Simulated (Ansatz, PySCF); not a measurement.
C5H8Si, SMILES C#C[C@@H]1C[C@@H]1[SiH3].

Geometry optimised at ωB97X-D3(BJ)/def2-SVP. The structure was generated by enumeration; whether it is a known compound was not checked.

Vertical ionisation energy (IE) and electron affinity (EA) in eV. Rows of orbital energies are one-electron estimates. Where ΔSCF, EOM or ADC give a negative EA the extra electron is unbound and the value depends on the basis.

```
level                                                                       IE     EA
------------------------------------------------------------------------  ----  -----
−ε(HOMO), −ε(LUMO), B3LYP/def2-TZVP (PySCF)                               7.12  -0.27
−ε(HOMO), −ε(LUMO), PBE/def2-TZVP (PySCF)                                 6.20   0.41
ΔSCF, CAM-B3LYP/def2-SVPD (Ansatz), final states of multiplicity 2 and 2  9.52  -1.79
ΔSCF, PBE/def2-SVPD (Ansatz), final states of multiplicity 2 and 2           …      …
```

**Question.** Fill in the missing entries. (Estimate from the structure and the level; the computed values follow.)

**Answer.** 
- ΔSCF, PBE/def2-SVPD (Ansatz, a program for electronic structure), final states of multiplicity 2 and 2, IE: 9.17
- ΔSCF, PBE/def2-SVPD (Ansatz), final states of multiplicity 2 and 2, EA: -1.39

**Question.** What vertical singlet–triplet gap does ΔSCF give with CAM-B3LYP/def2-SVPD (Ansatz) and with PBE/def2-SVPD (Ansatz)? (The exact figures need the calculation; the answer reports its results.)

**Answer.** 5.48 and 5.32 eV (triplet above singlet where positive).
